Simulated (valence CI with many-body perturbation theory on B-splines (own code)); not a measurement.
## Tc4+: electric-dipole lines

Method: valence CI with perturbative core correlation (CI+MBPT): three valence electrons over a frozen Dirac-Fock core [Kr], radial functions for each j: 7 s, 7 p, 8 d, 6 f, 4 g, 1 h, with the one-electron correlation potential Σ1, the two-electron term Σ2, the three-electron term Σ3, Breit, model QED; selected CI, second order for the rest (own B-spline code, finite nucleus).

No measured levels were compared; by estimate terms of the open shell hold to 2 to 4 % of their energy, and close levels can change places; different configurations can be misplaced against each other by 1,000 to 8,000 cm⁻¹. The list stops below the first excitations out of the core.

Lines 301 to 350 of 570 in falling wavelength, among levels below 248850 cm⁻¹, chosen from the strongest by gf and those to the six lowest levels. Wavelengths and rates use the calculated energies, so an error of 2000 cm⁻¹ moves a line at 65.48 nm by 1.3 % and its rate by three times that or more. Electric multipoles are in the length gauge, E1 and E2 with the static RPA response of the core. Weak lines are less certain than strong ones. Lines between different terms over intervals too small for the method are left out, as are lines whose strength nearly cancels. Where a level lies close to another of its J and parity, the split of strength between their lines is uncertain. The highest levels of a list are the least certain.

Names give the largest LS component (configuration and term), which can be under half, so a name can repeat, a term be missing and a line seem to break the LS rules; names also repeat where a configuration has a term twice. Letters in brackets count levels of one name in rising energy.

```csv
λ vac (nm),Upper,Lower,A (s⁻¹),S (a.u.)
65.48,4d2 5p 4G°_9/2,4d3 2G_9/2,4.18e+07,5.79e-02
65.45,4d2 5p 4D°_3/2 [a],4d3 2D_3/2 [a],4.25e+08,2.35e-01
65.30,4d2 5p 4D°_5/2 [a],4d3 2D_3/2 [a],2.37e+08,1.95e-01
65.23,4d2 5p 4F°_5/2,4d3 4P_3/2,2.95e+08,2.42e-01
65.09,4d2 5p 2D°_5/2 [b],4d3 2F_7/2,2.41e+08,1.97e-01
65.08,4d2 5p 4P°_3/2,4d3 2F_5/2,7.15e+07,3.89e-02
65.00,4d2 5p 4F°_7/2,4d3 4P_5/2,1.46e+08,1.59e-01
64.98,4d2 5p 4D°_7/2 [a],4d3 2H_9/2,1.49e+08,1.61e-01
64.98,4d2 5p 2S°_1/2,4d3 2P_1/2,1.28e+09,3.47e-01
64.95,4d2 5p 4D°_7/2 [c],4d3 2F_5/2,5.63e+07,6.10e-02
64.94,4d2 5p 2F°_5/2 [a],4d3 2G_7/2,3.30e+08,2.68e-01
64.78,4d2 5p 4S°_3/2,4d3 2D_5/2 [a],1.46e+08,7.84e-02
64.78,4d2 5p 4D°_7/2 [c],4d3 2F_7/2,5.91e+07,6.34e-02
64.76,4d2 5p 4F°_7/2,4d3 2G_7/2,2.22e+07,2.38e-02
64.75,4d2 5p 2D°_5/2 [a],4d3 2D_3/2 [a],1.08e+08,8.68e-02
64.74,4d2 5p 2G°_7/2 [a],4d3 2H_9/2,7.06e+08,7.57e-01
64.74,4d2 5p 2S°_1/2,4d3 2D_3/2 [a],8.91e+08,2.39e-01
64.45,4d2 5p 2F°_5/2 [a],4d3 4P_3/2,2.31e+08,1.83e-01
64.44,4d2 5p 2F°_7/2 [a],4d3 2G_9/2,6.94e+08,7.33e-01
64.35,4d2 5p 2F°_7/2 [a],4d3 4P_5/2,6.05e+08,6.36e-01
64.31,4d2 5p 4F°_9/2,4d3 2G_9/2,3.71e+07,4.87e-02
64.17,4d2 5p 2D°_3/2 [a],4d3 4P_1/2,3.03e+08,1.58e-01
64.16,4d2 5p 2D°_3/2 [a],4d3 4P_3/2,5.45e+08,2.84e-01
64.14,4d2 5p 4P°_5/2,4d3 2F_5/2,3.63e+07,2.84e-02
63.97,4d2 5p 4P°_5/2,4d3 2F_7/2,8.51e+08,6.60e-01
63.93,4d2 5p 4D°_5/2 [a],4d3 4P_5/2,2.83e+08,2.19e-01
63.93,4d2 5p 2G°_9/2 [a],4d3 2H_11/2,1.29e+09,1.66e+00
63.87,4d2 5p 2H°_9/2,4d3 2F_7/2,7.36e+07,9.47e-02
63.87,4d2 5p 4D°_1/2 [a],4d3 4P_1/2,1.04e+09,2.68e-01
63.86,4d2 5p 4D°_1/2 [a],4d3 4P_3/2,1.63e+08,4.20e-02
63.82,4d2 5p 2G°_9/2 [a],4d3 2H_9/2,4.40e+08,5.64e-01
63.70,4d2 5p 2F°_5/2 [b],4d3 2P_3/2,1.56e+08,1.19e-01
63.70,4d2 5p 4D°_5/2 [a],4d3 2G_7/2,1.67e+08,1.28e-01
63.64,4d2 5p 2P°_3/2 [a],4d3 2D_5/2 [a],9.31e+08,4.74e-01
63.45,4d2 5p 4S°_3/2,4d3 2D_3/2 [a],9.67e+07,4.88e-02
63.40,4d2 5p 2D°_5/2 [a],4d3 4P_5/2,5.83e+07,4.40e-02
63.39,4d2 5p 2F°_5/2 [b],4d3 2D_5/2 [a],2.60e+08,1.96e-01
63.37,4d2 5p 4D°_3/2 [a],4d3 4P_1/2,8.87e+07,4.45e-02
63.36,4d2 5p 4D°_3/2 [a],4d3 4P_3/2,2.56e+08,1.28e-01
63.24,4d2 5p 4D°_7/2 [a],4d3 2G_9/2,1.04e+08,1.04e-01
63.22,4d2 5p 4D°_5/2 [a],4d3 4P_3/2,5.11e+08,3.82e-01
63.21,4d2 5p 4D°_3/2 [b],4d3 2D_5/2 [a],2.58e+08,1.29e-01
63.17,4d2 5p 2D°_5/2 [a],4d3 2G_7/2,4.34e+08,3.24e-01
63.15,4d2 5p 4D°_7/2 [a],4d3 4P_5/2,5.46e+08,5.43e-01
63.13,4d2 5p 2D°_3/2 [c],4d3 2F_5/2,4.63e+09,2.30e+00
63.02,4d2 5p 2G°_7/2 [a],4d3 2G_9/2,1.15e+09,1.14e+00
62.93,4d2 5p 2G°_7/2 [a],4d3 4P_5/2,6.37e+07,6.27e-02
62.92,4d2 5p 4D°_7/2 [a],4d3 2G_7/2,1.72e+08,1.69e-01
62.87,4d2 5p 2P°_1/2 [a],4d3 2P_3/2,2.67e+09,6.55e-01
62.80,4d2 5p 2G°_7/2 [b],4d3 2D_5/2 [a],5.53e+07,5.40e-02
```
